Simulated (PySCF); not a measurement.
GeSe, optimised at PBE0/def2-TZVP:

```xyz
2

Ge     0.0030    -0.7888     0.7232
Se    -0.0030     0.7888    -0.7232
```

Computed with PySCF (xtb for GFN2) and rigid-rotor harmonic-oscillator thermochemistry at 1 bar. 6-31G* has spherical d functions here. All species are closed-shell singlets. B3LYP is the form with VWN-RPA correlation. Ge, Se: all electrons, no relativistic terms.

Q: List the harmonic frequencies (cm⁻¹, unscaled) at this level and at the other levels, each on its own geometry.

A: 
- PBE0/def2-TZVP: 419
- B3LYP/6-31G*: 403
- GFN2-xTB: 415
- HF/6-31G*: 448
- PBE/def2-SVP: 398
